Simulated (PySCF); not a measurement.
Ga(F)2(SeH) (F₂GaHSe), SMILES [F][Ga]([F])[SeH].

Geometry optimised at B3LYP-D3(BJ)/def2-SVP. One conformer was computed; it need not be the lowest.

Computed with B3LYP/def2-TZVPD run with PySCF.

Symmetry labels are those of the subgroup Cs that the program uses (full group Cs).

Question: List the valence orbital energies around the gap with their symmetry. (The exact figures need the calculation; the answer reports its results.)

Answer: 
```csv
orbital,symmetry,energy (eV)
HOMO−7,A',-12.18
HOMO−6,A',-11.65
HOMO−5,A",-11.47
HOMO−4,A',-11.23
HOMO−3,A",-11.03
HOMO−2,A',-10.87
HOMO−1,A',-9.60
HOMO,A",-7.95
LUMO,A',-2.36
LUMO+1,A",-1.28
LUMO+2,A',-1.00
LUMO+3,A',0.25
```
